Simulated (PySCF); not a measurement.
**A small calculation by hand: chemical shift, span and skew from a shielding tensor**

trans-(1R,2R)-2-methoxycyclopropan-1-ol (C₄H₈O₂), SMILES CO[C@@H]1C[C@H]1O. Atoms are numbered in the order given.

```xyz
14

C      2.3790    -0.3167     0.4434
O      1.0777    -0.8400     0.3311
C      0.1970     0.0118    -0.3165
C     -0.4637     1.1368     0.4583
C     -1.2384    -0.0986     0.0402
O     -2.1505    -0.0272    -1.0079
H      2.8359    -0.1335    -0.5491
H      2.9901    -1.0563     0.9805
H      2.3928     0.6368     1.0063
H      0.4169     0.2085    -1.3766
H     -0.2102     1.2399     1.5170
H     -0.6697     2.0675    -0.0778
H     -1.4642    -0.8230     0.8359
H     -2.9518     0.3980    -0.6746
```

Coordinates come from a B3LYP-D3(BJ)/def2-SVP optimisation. One conformer was computed; it need not be the lowest.

GIAO shieldings from PBE/pcSseg-1 (PySCF), non-relativistic, no solvent. The symmetric part of the tensor of C5 has the principal values 86.0, 92.0, 187.9 ppm. The same nucleus in TMS has σ = 182.0 ppm at this level (PySCF, at its B3LYP-D3(BJ)/def2-TZVP geometry).

Work out the isotropic shielding, the ¹³C shift against TMS, the span and the skew.


σ(iso) = (σ11 + σ22 + σ33)/3 = 122.0 ppm. δ = σ(ref) − σ(iso) = 182.0 − (122.0) = 60.0 ppm.
Span Ω = σ33 − σ11 = 101.9 ppm. Skew κ = 3(σ(iso) − σ22)/Ω = 0.88. Tumbling in solution averages the tensor to δ; in a static solid the shielding alone would spread this spin-1/2 line over Ω.
